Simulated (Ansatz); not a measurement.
The inner images of a band of BH4N + H4OSi (12 atoms, charge 0, multiplicity 1) are given out of order.

The calculation used RKS PBE0-D4/def2-SVP in Ansatz.

Initial state:

```xyz
12
Properties=species:S:1:pos:R:3
B 0.104 -0.684 0.341
N 0.163 -0.281 1.679
H -0.644 -0.285 2.293
H 1.038 -0.129 2.168
H 1.128 -0.743 -0.295
H -0.975 -0.926 -0.143
O -0.212 2.571 0.707
Si -1.796 2.960 0.393
H -2.395 2.093 -0.674
H -2.659 2.821 1.614
H -1.815 4.379 -0.059
H -0.048 1.676 1.040
```

Final state:

```xyz
12
Properties=species:S:1:pos:R:3
B -0.187 0.554 0.422
N 0.378 -0.163 1.783
H -0.404 -0.420 2.388
H 0.927 -0.998 1.578
H 0.828 0.828 -0.222
H -0.879 -0.312 -0.119
O -0.910 1.687 0.949
Si -1.951 2.694 0.171
H -3.104 1.949 -0.433
H -2.490 3.664 1.172
H -1.284 3.472 -0.923
H 0.963 0.497 2.298
```

**Question.** Put them in order from the first end to the last, with their energies above the first end.
A.
```xyz
12
Properties=species:S:1:pos:R:3
B 0.205 -0.454 0.255
N 0.161 -0.447 1.653
H -0.663 -0.714 2.179
H 0.990 -0.348 2.227
H 1.254 -0.233 -0.298
H -0.817 -0.665 -0.353
O -0.312 2.431 0.870
Si -1.826 2.946 0.415
H -2.694 1.801 -0.007
H -2.524 3.671 1.524
H -1.646 3.882 -0.730
H -0.239 1.582 1.330
```
B.
```xyz
12
Properties=species:S:1:pos:R:3
B 0.026 0.263 0.338
N 0.139 -0.192 1.808
H -0.455 -0.966 2.092
H 1.078 -0.340 2.166
H 1.084 0.437 -0.233
H -0.863 -0.287 -0.289
O -0.534 1.733 0.842
Si -1.784 2.701 0.259
H -2.970 1.870 -0.099
H -2.142 3.657 1.345
H -1.293 3.435 -0.938
H -0.397 1.142 1.772
```
C.
```xyz
12
Properties=species:S:1:pos:R:3
B -0.045 0.415 0.293
N 0.142 -0.127 1.842
H -0.448 -0.908 2.124
H 1.098 -0.285 2.155
H 1.060 0.409 -0.234
H -0.877 -0.306 -0.250
O -0.526 1.756 0.655
Si -1.780 2.700 0.169
H -2.991 1.878 -0.155
H -2.130 3.634 1.288
H -1.392 3.512 -1.020
H -0.222 0.774 2.198
```
D.
```xyz
12
Properties=species:S:1:pos:R:3
B -0.129 0.540 0.385
N 0.307 -0.167 1.810
H -0.480 -0.644 2.251
H 1.077 -0.827 1.705
H 0.941 0.713 -0.199
H -0.860 -0.279 -0.174
O -0.777 1.746 0.845
Si -1.917 2.703 0.152
H -3.130 1.922 -0.257
H -2.330 3.721 1.167
H -1.411 3.436 -1.053
H 0.599 0.589 2.432
```
E.
```xyz
12
Properties=species:S:1:pos:R:3
B -0.099 0.499 0.347
N 0.234 -0.153 1.844
H -0.446 -0.852 2.140
H 1.169 -0.549 1.922
H 0.993 0.541 -0.217
H -0.897 -0.273 -0.186
O -0.634 1.788 0.724
Si -1.852 2.716 0.130
H -3.051 1.892 -0.234
H -2.248 3.686 1.198
H -1.441 3.505 -1.074
H 0.162 0.652 2.471
```

**Answer.** A (+0.4 kcal/mol), B (+8.8 kcal/mol), C (-12.0 kcal/mol), E (-15.5 kcal/mol), D (-16.8 kcal/mol).

Time of the run: 7 min on 2 threads of Arm Neoverse V1, with other jobs on the host, peak memory 0.2 GiB.
